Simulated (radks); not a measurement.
Excited configurations of Bi39+: one electron is placed in a higher orbital outside [Kr] 4d7. The ground configuration is [Kr] 4d8. Calculated with a radial shooting solver on a logarithmic mesh with Libxc functionals: scalar-relativistic Kohn-Sham, r2SCAN, spin-polarised, spherical densities, finite nucleus; open shells are filled with parallel spins first (spin-orbit coupling, left out, can overturn this in heavy ions); meta-GGA in the generalised Kohn-Sham scheme; Fermi nuclear charge, rms radius 5.5211 fm. Excitation = E - E(ground); binding = E(ion) - E, where the ion is the core of charge +40; n* = 40/sqrt(2 binding) in atomic units. These energies are relativistic, and a one-electron ion of charge +40 with no core already has n* below n in this formula (scalar-relativistic equation, point nucleus: 4f 3.996, 5f 4.994, 6p 5.977, 7s 6.961, 7f 6.992). The quantum defect is therefore taken as that value minus n*, so that it holds no relativistic shift of the bare ion.

| outer orbital | excitation (eV) | binding (eV) | n* | quantum defect | eigenvalue (eV) |
|---|---|---|---|---|---|
| 4f | 252.35 | 1665.1 | 3.616 | 0.380 | -1633.2 |
| 5f | 921.18 | 996.28 | 4.674 | 0.320 | -981.67 |
| 6p | 1118.6 | 798.84 | 5.220 | 0.757 | -790.68 |
| 7s | 1322.8 | 594.71 | 6.050 | 0.911 | -588.95 |
| 7f | 1429.4 | 488.11 | 6.678 | 0.314 | -482.22 |

The Delta-SCF ionisation energy is 1917.5 eV (NIST Atomic Spectra Database: 1902 eV, theoretical). Self-interaction in the functional shifts the binding energies and quantum defects, so they are the method's values and not measured ones. Open shells are spherical and high-spin; term and fine-structure splittings are not resolved. Spin-orbit splitting is averaged out at the scalar-relativistic level.
